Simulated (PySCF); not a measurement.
# Computed records: B$_{2}$H$_{3}$

Computed with PySCF 2.14.0. Calculation on a computer-drawn molecule: vertical ionisation energy to the stated ion spin, frozen-core CCSD(T) at the basis limit and cheaper methods, single-reference cases, UHF for radicals, no spin-orbit; all values are single points at the evaluated structure, the first of each entry, which is the reference or a displaced copy of it and isn't optimised; the reference structure only sets the zero of the energies above reference; triples share is (T) over the correlation energy.

Common to all runs: charge 0; multiplicity 2; ion multiplicity 1; diffuse functions no; basis cc-pVnZ; reference is the Hartree-Fock double-zeta minimum; best is HF at quadruple zeta + MP2 correlation extrapolated from triple and quadruple zeta + CCSD(T) minus MP2 at triple zeta; basis step is the size of the change from the same recipe one zeta lower.

(1) 
```xyz
5
formula=B2H3 ionisation_energy_best=8.842 ionisation_energy_basis_step=0.0178 energy_above_reference_best=2.038 energy_above_reference_basis_step=0.152 total_energy_HF_triple_zeta=-51.0309 total_energy_CCSD(T)_triple_zeta=-51.2510 total_energy_best=-51.2746 T1_diagnostic_at_triple_zeta=0.01913 D1_diagnostic_at_triple_zeta=0.05017 spin_squared_at_triple_zeta=0.7588 ion_T1_diagnostic_at_triple_zeta=0.01374 ion_D1_diagnostic_at_triple_zeta=0.03465 triples_share_at_triple_zeta=0.03187 basis_functions_triple_zeta=102 dipole_magnitude_HF_at_triple_zeta=1.434 dipole_magnitude_CCSD_unrelaxed_at_triple_zeta=1.455 dipole_magnitude_PBE_at_triple_zeta=1.297 dipole_magnitude_r2SCAN_at_triple_zeta=1.335 dipole_magnitude_B3LYP_at_triple_zeta=1.39 dipole_magnitude_wB97X_at_triple_zeta=1.476
B      0.0028    -0.6697     0.6434
B     -0.3286     0.3041     1.8171
H      0.1297    -1.4929    -0.2550
H     -1.4584     0.4468     2.2810
H      0.6140     0.9911     2.2755
```

Units: ionisation_energy_best, ionisation_energy_basis_step in eV; energy_above_reference_best, energy_above_reference_basis_step in kcal/mol; total_energy_HF_triple_zeta, total_energy_CCSD(T)_triple_zeta, total_energy_best in hartree; dipole_magnitude_HF_at_triple_zeta, dipole_magnitude_CCSD_unrelaxed_at_triple_zeta, dipole_magnitude_PBE_at_triple_zeta, dipole_magnitude_r2SCAN_at_triple_zeta, dipole_magnitude_B3LYP_at_triple_zeta, dipole_magnitude_wB97X_at_triple_zeta in debye.

Reference structure:
```xyz
5
B2H3
B     -0.0584    -0.6571     0.6060
B     -0.3229     0.3559     1.8146
H      0.1372    -1.4049    -0.2895
H     -1.4236     0.4655     2.2843
H      0.5774     1.0145     2.2618
```

Drawn bonds:
```csv
atom,other atom,order
1,2,1
1,3,1
2,4,1
2,5,1
```

Triple zeta:
```csv
method,ionisation energy (eV),energy above reference (kcal/mol)
HF,8.12,2.877
PBE,9.109,1.201
r2SCAN,9.169,1.638
B3LYP,8.998,1.958
wB97X,8.834,1.866
MP2,8.737,2.372
CCSD,8.736,2.197
CCSD(T),8.796,2.081
```

(2) 
```xyz
5
formula=B2H3 ionisation_energy_best=8.676 ionisation_energy_basis_step=0.01954 energy_above_reference_best=11.89 energy_above_reference_basis_step=0.08164 total_energy_HF_triple_zeta=-51.0163 total_energy_CCSD(T)_triple_zeta=-51.2354 total_energy_best=-51.2589 T1_diagnostic_at_triple_zeta=0.02003 D1_diagnostic_at_triple_zeta=0.06012 spin_squared_at_triple_zeta=0.7598 ion_T1_diagnostic_at_triple_zeta=0.01268 ion_D1_diagnostic_at_triple_zeta=0.03147 triples_share_at_triple_zeta=0.0311 basis_functions_triple_zeta=102 dipole_magnitude_HF_at_triple_zeta=1.191 dipole_magnitude_CCSD_unrelaxed_at_triple_zeta=1.322 dipole_magnitude_PBE_at_triple_zeta=1.247 dipole_magnitude_r2SCAN_at_triple_zeta=1.25 dipole_magnitude_B3LYP_at_triple_zeta=1.295 dipole_magnitude_wB97X_at_triple_zeta=1.343
B     -0.1331    -0.6373     0.5917
B     -0.3218     0.3637     1.8535
H      0.1458    -1.5316    -0.2384
H     -1.2837     0.4320     2.2519
H      0.5782     1.1149     2.3094
```

Units: ionisation_energy_best, ionisation_energy_basis_step in eV; energy_above_reference_best, energy_above_reference_basis_step in kcal/mol; total_energy_HF_triple_zeta, total_energy_CCSD(T)_triple_zeta, total_energy_best in hartree; dipole_magnitude_HF_at_triple_zeta, dipole_magnitude_CCSD_unrelaxed_at_triple_zeta, dipole_magnitude_PBE_at_triple_zeta, dipole_magnitude_r2SCAN_at_triple_zeta, dipole_magnitude_B3LYP_at_triple_zeta, dipole_magnitude_wB97X_at_triple_zeta in debye.

Reference structure:
```xyz
5
B2H3
B     -0.0584    -0.6571     0.6060
B     -0.3229     0.3559     1.8146
H      0.1372    -1.4049    -0.2895
H     -1.4236     0.4655     2.2843
H      0.5774     1.0145     2.2618
```

Drawn bonds:
```csv
atom,other atom,order
1,2,1
1,3,1
2,4,1
2,5,1
```

Triple zeta:
```csv
method,ionisation energy (eV),energy above reference (kcal/mol)
HF,7.941,12.01
PBE,8.969,12
r2SCAN,9.019,11.99
B3LYP,8.851,11.82
wB97X,8.667,12.05
MP2,8.558,12.07
CCSD,8.568,11.86
CCSD(T),8.63,11.87
```

(3) 
```xyz
5
formula=B2H3 ionisation_energy_best=8.182 ionisation_energy_basis_step=0.02164 energy_above_reference_best=25.85 energy_above_reference_basis_step=0.4311 total_energy_HF_triple_zeta=-50.9960 total_energy_CCSD(T)_triple_zeta=-51.2135 total_energy_best=-51.2367 T1_diagnostic_at_triple_zeta=0.02335 D1_diagnostic_at_triple_zeta=0.08407 spin_squared_at_triple_zeta=0.76 ion_T1_diagnostic_at_triple_zeta=0.0106 ion_D1_diagnostic_at_triple_zeta=0.02482 triples_share_at_triple_zeta=0.03125 basis_functions_triple_zeta=102 dipole_magnitude_HF_at_triple_zeta=0.9662 dipole_magnitude_CCSD_unrelaxed_at_triple_zeta=1.329 dipole_magnitude_PBE_at_triple_zeta=1.462 dipole_magnitude_r2SCAN_at_triple_zeta=1.423 dipole_magnitude_B3LYP_at_triple_zeta=1.4 dipole_magnitude_wB97X_at_triple_zeta=1.333
B     -0.1039    -0.6947     0.5266
B     -0.3669     0.3352     2.0048
H      0.0882    -1.3373    -0.2428
H     -1.4858     0.5558     2.2694
H      0.5233     1.0241     2.2452
```

Units: ionisation_energy_best, ionisation_energy_basis_step in eV; energy_above_reference_best, energy_above_reference_basis_step in kcal/mol; total_energy_HF_triple_zeta, total_energy_CCSD(T)_triple_zeta, total_energy_best in hartree; dipole_magnitude_HF_at_triple_zeta, dipole_magnitude_CCSD_unrelaxed_at_triple_zeta, dipole_magnitude_PBE_at_triple_zeta, dipole_magnitude_r2SCAN_at_triple_zeta, dipole_magnitude_B3LYP_at_triple_zeta, dipole_magnitude_wB97X_at_triple_zeta in debye.

Reference structure:
```xyz
5
B2H3
B     -0.0584    -0.6571     0.6060
B     -0.3229     0.3559     1.8146
H      0.1372    -1.4049    -0.2895
H     -1.4236     0.4655     2.2843
H      0.5774     1.0145     2.2618
```

Drawn bonds:
```csv
atom,other atom,order
1,2,1
1,3,1
2,4,1
2,5,1
```

Triple zeta:
```csv
method,ionisation energy (eV),energy above reference (kcal/mol)
HF,7.393,24.75
PBE,8.544,27.29
r2SCAN,8.566,27.09
B3LYP,8.4,26.07
wB97X,8.163,26.99
MP2,8.04,25.86
CCSD,8.065,25.58
CCSD(T),8.134,25.61
```

(4) 
```xyz
5
formula=B2H3
B     -0.0583    -0.6576     0.6070
B     -0.3240     0.3568     1.8158
H      0.1551    -1.4788    -0.3786
H     -1.4230     0.4652     2.2833
H      0.5774     1.0127     2.2612
```

Reference structure:
```xyz
5
B2H3
B     -0.0584    -0.6571     0.6060
B     -0.3229     0.3559     1.8146
H      0.1372    -1.4049    -0.2895
H     -1.4236     0.4655     2.2843
H      0.5774     1.0145     2.2618
```

Drawn bonds:
```csv
atom,other atom,order
1,2,1
1,3,1
2,4,1
2,5,1
```

Q: What dipole magnitude B3LYP at triple zeta does the calculation give for B$_{2}$H$_{3}$ (entry 4)?
A: 1.295 debye

Q: What total energy HF triple zeta does the calculation give for B$_{2}$H$_{3}$ (entry 4)?
A: -51.0287 hartree

Further results for B$_{2}$H$_{3}$ (entry 4):

* ionisation energy best: 8.731 eV
* ionisation energy basis step: 0.0187 eV
* energy above reference best: 3.652 kcal/mol
* energy above reference basis step: 0.003756 kcal/mol
* total energy CCSD(T) triple zeta: -51.2487 hartree
* total energy best: -51.2720 hartree
* T1 diagnostic at triple zeta: 0.0195
* D1 diagnostic at triple zeta: 0.05494
* spin squared at triple zeta: 0.7595
* ion T1 diagnostic at triple zeta: 0.01307
* ion D1 diagnostic at triple zeta: 0.03232
* triples share at triple zeta: 0.03183
* basis functions triple zeta: 102
* dipole magnitude HF at triple zeta: 1.243 debye
* dipole magnitude CCSD unrelaxed at triple zeta: 1.344 debye
* dipole magnitude PBE at triple zeta: 1.231 debye
* dipole magnitude r2SCAN at triple zeta: 1.246 debye
* dipole magnitude wB97X at triple zeta: 1.36 debye

Triple zeta:
```csv
method,ionisation energy (eV),energy above reference (kcal/mol)
HF,7.998,4.247
PBE,9.012,2.987
r2SCAN,9.067,3.491
B3LYP,8.896,3.79
wB97X,8.722,3.583
MP2,8.618,3.955
CCSD,8.623,3.632
CCSD(T),8.685,3.524
```
